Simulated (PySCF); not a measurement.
C6H6F3O: g tensor and hyperfine couplings

Compound: C₆H₆F₃O (doublet state).
Geometry (GFN2-xTB, Å), atoms numbered from 1 in this order:
```
atom  x, y, z in Å
C1    -1.810   -1.417   -0.875
C2    -0.932   -0.595   -0.207
C3     0.416   -0.508   -0.540
O4     1.290    0.190    0.207
C5     2.604    0.293   -0.288
C6    -1.445    0.199    0.922
F7    -2.347   -0.418    1.715
C8    -1.142    1.461    1.211
F9    -0.337    2.227    0.486
F10   -1.627    2.148    2.239
H11   -1.477   -2.029   -1.691
H12   -2.843   -1.469   -0.590
H13    0.797   -1.058   -1.390
H14    3.202    0.725    0.511
H15    3.005   -0.688   -0.560
H16    2.637    0.949   -1.163
```

The hyperfine couplings belong to this conformer and change with its torsions.

The species is `[CH2]/C(=C/OC)C(F)=C(F)F` [radical].

Method: UKS B3LYP, pcH-1 on C F H O, non-relativistic, mean-field spin-orbit, GIAO in PySCF. The structure is a single GFN2-xTB conformer in the gas phase; no vibrational or solvent corrections. Couplings are sensitive to structure, and on GFN2-xTB geometries they can be far from those on DFT ones. The frame is twisted about the C2–C6 bond at this geometry (dihedral C1–C2–C6–F7 = 39°); couplings at other torsion angles weren't computed. The SCF solution wasn't tested for stability. ⟨S²⟩ is 0.778 where a pure state has 0.75.

```json
{"g1, g2, g3": "2.00211, 2.00312, 2.00398", "g_iso": "2.00307", "Form of g": "rhombic: the two nearest values differ by 46 % of g3 − g1", "⟨S²⟩": "0.7779 (exact 0.7500)", "α and β electrons": "39, 38", "HOMO–LUMO gap, α and β orbitals": "4.44, 4.53 eV", "Total energy": "-606.91490 Eh", "Basis functions": "310"}
```

Hyperfine couplings atom by atom, in MHz; T1 to T3 are the principal values of the dipolar part:

```json
{"atom": "C1", "isotope": "13C", "a_iso": "54.1", "T1": "-50.9", "T2": "-49.3", "T3": "100.2", "Mulliken spin population": "0.67"}
{"atom": "C2", "isotope": "13C", "a_iso": "-47.2", "T1": "-25.6", "T2": "10.4", "T3": "15.2", "Mulliken spin population": "-0.23"}
{"atom": "C3", "isotope": "13C", "a_iso": "50.9", "T1": "-47.8", "T2": "-47.4", "T3": "95.2", "Mulliken spin population": "0.55"}
{"atom": "O4", "isotope": "17O", "a_iso": "-17.2", "T1": "-50.3", "T2": "24.2", "T3": "26.1", "Mulliken spin population": "0.10"}
{"atom": "C5", "isotope": "13C", "a_iso": "-3.2", "T1": "-1.2", "T2": "-0.6", "T3": "1.9", "Mulliken spin population": "-0.01"}
{"atom": "C6", "isotope": "13C", "a_iso": "10.0", "T1": "-2.7", "T2": "-1.5", "T3": "4.2", "Mulliken spin population": "0.03"}
{"atom": "F7", "isotope": "19F", "a_iso": "-12.7", "T1": "-16.6", "T2": "3.1", "T3": "13.5", "Mulliken spin population": "0.00"}
{"atom": "C8", "isotope": "13C", "a_iso": "-6.8", "T1": "-8.8", "T2": "3.9", "T3": "4.9", "Mulliken spin population": "-0.04"}
{"atom": "F9", "isotope": "19F", "a_iso": "-9.4", "T1": "-20.7", "T2": "8.9", "T3": "11.9", "Mulliken spin population": "0.00"}
{"atom": "F10", "isotope": "19F", "a_iso": "-8.1", "T1": "-23.3", "T2": "9.5", "T3": "13.8", "Mulliken spin population": "0.00"}
{"atom": "H11", "isotope": "1H", "a_iso": "-39.2", "T1": "-21.4", "T2": "-1.5", "T3": "22.9", "Mulliken spin population": "-0.03"}
{"atom": "H12", "isotope": "1H", "a_iso": "-42.1", "T1": "-24.9", "T2": "-0.2", "T3": "25.1", "Mulliken spin population": "-0.03"}
{"atom": "H13", "isotope": "1H", "a_iso": "-38.3", "T1": "-19.5", "T2": "-2.0", "T3": "21.5", "Mulliken spin population": "-0.03"}
{"atom": "H14", "isotope": "1H", "a_iso": "-1.2", "T1": "-2.4", "T2": "-1.9", "T3": "4.3", "Mulliken spin population": "0.00"}
{"atom": "H15", "isotope": "1H", "a_iso": "8.6", "T1": "-2.5", "T2": "-2.4", "T3": "4.9", "Mulliken spin population": "0.01"}
{"atom": "H16", "isotope": "1H", "a_iso": "12.2", "T1": "-2.6", "T2": "-2.1", "T3": "4.8", "Mulliken spin population": "0.01"}
```

Largest spin populations (Mulliken): C1 (+0.67), C3 (+0.55), C2 (-0.23) and O4 (+0.10). The positive populations add up to 1.37 and the negative ones to -0.37, together 2S = 1. The angles at C1 add up to 360.0°, so it is planar; its axial dipolar tensor and the negative couplings of its protons fit spin in a p orbital normal to that plane.

Axes: g3 points within 5° of the C1–H12 bond.

Under fast tumbling the dipolar parts average out, and these isotropic splittings remain (the largest six): 1 × 1H (H12, I = 1/2, 2 lines) with 1.50 mT, 1 × 1H (H11, I = 1/2, 2 lines) with 1.40 mT, 1 × 1H (H13, I = 1/2, 2 lines) with 1.37 mT, 1 × 19F (F7, I = 1/2, 2 lines) with 0.45 mT, 1 × 19F (F9, I = 1/2, 2 lines) with 0.33 mT and 1 × 19F (F10, I = 1/2, 2 lines) with 0.29 mT.

Means are taken over nuclei equivalent by connectivity, which assumes that they swap fast. H11 and H12 aren't averaged: C1 is flat or nearly so (angle sum 360°), and its turn about the short C1–C2 bond (1.37 Å) is taken as slow. The three 1H nuclei of mean +6.6 MHz run from -1.2 to 12.2 MHz in the frozen geometry.

The 13C coupling of C1 (54.1 MHz) shows only in satellite lines or after enrichment, since that isotope makes up about 1.07 % of natural carbon.

The 17O coupling of O4 (-17.2 MHz) shows only in satellite lines or after enrichment, since that isotope makes up about 0.038 % of natural oxygen.

β density exceeds α density at some nuclei, such as C2 (-0.0420), H12 (-0.0094) and H11 (-0.0088), spin density in bohr⁻³. In a single determinant that takes different orbitals for the two spins, that is spin polarisation.
